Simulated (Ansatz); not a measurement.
`[CH3][Ga]([Cl])[C]#N`, relaxed with RKS PBE0-D4/def2-TZVP in Ansatz from a PBE-D4/def2-SVP geometry. The force threshold is 0.005 eV/Å; the program also tests the step.

The species carries charge 0 and has multiplicity 1.

Start:

```xyz
8

C    -0.607   -0.916    0.819
Ga    0.260    0.633    0.011
Cl    0.694    2.436    1.116
C     0.824    0.743   -1.852
N     1.150    0.771   -2.980
H    -0.849   -0.724    1.881
H     0.065   -1.794    0.744
H    -1.537   -1.149    0.262
```

Problem. How much energy does the relaxation release, and in how many steps? (Estimate.)

Solution. Computed: 4.80 kJ/mol, in 5 steps.

Problem. Which bonds change most? (An estimate is asked.)

Solution. The calculation gave: Ga2–Cl3 from 2.158 to 2.132 Å; C4–N5 from 1.175 to 1.153 Å; C1–H6 from 1.106 to 1.089 Å; C1–H8 from 1.109 to 1.092 Å.

Problem. Give the relaxed structure. (An estimate is asked.)

Solution. Computed: 
```xyz
8

C    -0.602   -0.909    0.810
Ga    0.257    0.638    0.018
Cl    0.690    2.420    1.105
C     0.819    0.739   -1.838
N     1.136    0.754   -2.947
H    -0.840   -0.727    1.857
H     0.059   -1.775    0.732
H    -1.519   -1.139    0.263
```
